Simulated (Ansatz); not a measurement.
System: CBrF₂, charge 1, multiplicity 1. 
Geometry from a B3LYP-D3(BJ)/def2-TZVP (Ansatz, an electronic-structure program) optimisation:
```xyz
4

F     -1.5580    -1.0136    -0.0206
C     -0.8547     0.0255    -0.0189
F     -1.4943     1.1047    -0.0467
Br     0.9314    -0.0278     0.0205
```
Charge +1, spin multiplicity 1.

Basis-set convergence of Hartree-Fock and MP2 correlation energies (hartree) with Ansatz. Valence correlation only, unless marked. No spin-orbit coupling. The frozen core is the preceding noble-gas configuration, with the filled d and f shells of earlier blocks. No relativistic terms.

```json
[
 {"basis": "aug-cc-pVDZ", "functions": "105", "E(HF)": "-2808.78937", "E(corr, MP2)": "-0.64506"},
 {"basis": "aug-cc-pVTZ", "functions": "197", "E(HF)": "___", "E(corr, MP2)": "___"}
]
```

**Question.** Fill in the missing entries.

**Answer.** 
- aug-cc-pVTZ, E(HF): -2808.93791
- aug-cc-pVTZ, E(corr, MP2): -0.81226
